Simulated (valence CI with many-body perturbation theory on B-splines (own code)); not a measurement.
Energy levels of I XXXIX

Calculated by configuration interaction combined with many-body perturbation theory (CI+MBPT): five valence electrons over a frozen Dirac-Fock core [Ne], radial functions for each j: 9 s, 9 p, 8 d, 6 f, 3 g, 1 h, with the one-electron correlation potential Σ1 (screened to all orders), the two-electron term Σ2, the three-electron term Σ3, Breit, model QED; selected single and double excitations, second order for the rest (own B-spline code, finite nucleus).

No measured spectrum was set against this ion. As an estimate, large intervals hold to a few tenths of a per cent, small ones and those within an open d or f shell to about a per cent. Among the levels kept, up to 530 cm⁻¹ of a level comes from second order outside the variational space, and about a tenth of that is noise between levels of different J, which matters for small intervals.

Levels 46 to 51 of 51, with energies above the lowest level, (3s^2 3p1/2^2 3p3/2) J=3/2. "Leading %" is the weight of the configuration and term that name the level; weights of strongly mixed levels are sums over their largest components and can fall short. In the jj column 3d3/2^4 stands for four electrons in 3d with j = 3/2.

```
No.  Configuration  Term    J  E (cm⁻¹)  Leading %                     Leading jj    Second component      g
 46      3s 3p3 3d   4D°  5/2   2732600         33  3s 3p1/2^2 3p3/2 3d5/2 (84 %)  20 % 3s 3p3 3d 6D°  1.399
 47      3s 3p3 3d   4G°  5/2   2747600         35  3s 3p1/2^2 3p3/2 3d3/2 (81 %)  16 % 3s 3p3 3d 2F°  0.847
 48     3s2 3p2 3d    2D  5/2   2748200         53      3s^2 3p3/2^2 3d5/2 (85 %)  31 % 3s2 3p2 3d 2F  1.134
 49      3s 3p3 3d   2P°  3/2   2763600         28  3s 3p1/2^2 3p3/2 3d5/2 (52 %)        22 % 3p5 2P°  1.239
 50      3s 3p3 3d   4D°  1/2   2768900         49  3s 3p1/2^2 3p3/2 3d3/2 (81 %)  16 % 3s 3p3 3d 2P°  0.583
 51      3s 3p3 3d   2F°  7/2   2810000         32  3s 3p1/2^2 3p3/2 3d5/2 (61 %)  17 % 3s 3p3 3d 4D°  1.224
```
